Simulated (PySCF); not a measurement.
Species: C5H13NSi3.
Numbering: `[CH3:1][C@@H:2]([SiH3:3])[Si@@H:4]1[CH2:5][SiH2:6][C@H:7]1[C:8]#[N:9]`

NICS is the negative of the GIAO shielding at a point without a nucleus: at the ring centre (0) and 1 Å above and below it (1); zz is the component along the ring normal. Level: GIAO PBE0/pcSseg-1 (PySCF, non-relativistic, gas phase) on the GFN2-xTB geometry, one conformer.

Ring bond lengths (Å), with Mayer bond orders in brackets: Si4–C5 1.920 (0.92), C5–Si6 1.915 (0.92), Si6–C7 1.935 (0.80), C7–Si4 1.939 (0.78).

Question: Give the NICS values of each ring in ppm.

Answer: 
```json
{"ring": "Si4–C5–Si6–C7", "type": "4-membered ring with 2 Si; formal bonds all single", "NICS(0)": "0.0", "NICS(1), two faces": "-0.5 / -1.8", "NICS(1)zz, two faces": "5.3 / 2.1", "rms pucker (Å)": "0.04", "centre to ring atoms, mean (Å)": "1.36"}
```

Question: What can be read from them?

Answer: 
- Si4–C5–Si6–C7: mean NICS(1)zz 3.7 ppm, deshielded. Si4, C5, Si6, C7 have four or more neighbours; no verdict on aromaticity is drawn. The two faces differ by 3.2 ppm, so no symmetry operation interchanges them.

Question: What field does 14.1 T along the ring normal induce along that normal at the second NICS(1) probe listed for ring Si4–C5–Si6–C7, 1 Å off the ring?

Answer: NICSzz × B0 = 2.1 ppm × 14.1 T = 30 μT, along the applied field.

Question: What are the shieldings of the ring atoms and their hydrogens in the same run (means over atoms taken as equivalent)?

Answer: 
| atoms | environment | σ isotropic (ppm) | principal values of the symmetric part, first atom (ppm) |
| --- | --- | --- | --- |
| Si4 | SiH silicon | 344.3 | 317.7, 340.3, 374.8 |
| C5 | sp3 carbon bound to silicon | 192.6 | 174.9, 199.3, 203.7 |
| Si6 | SiH2 silicon | 379.1 | 346.1, 372.0, 419.2 |
| C7 | sp3 carbon bound to silicon | 186.7 | 174.8, 186.7, 198.6 |
| H on Si4 | Si–H hydrogen | 26.40 | 23.1, 25.0, 31.0 |
| H on C5 | methylene hydrogen | 30.84 | 26.6, 27.5, 38.4 |
| H on C5 | methylene hydrogen | 31.20 | 26.7, 29.4, 37.6 |
| H on Si6 | Si–H hydrogen | 26.77 | 24.1, 24.8, 31.4 |
| H on Si6 | Si–H hydrogen | 26.70 | 23.4, 24.5, 32.1 |
| H on C7 | methine hydrogen | 30.09 | 24.5, 30.6, 35.2 |

Conformer computed: `[CH3:1][C@@H:2]([SiH3:3])[Si@@H:4]1[CH2:5][SiH2:6][C@H:7]1[C:8]#[N:9]`: C1–C2–Si4–C5 -69°.
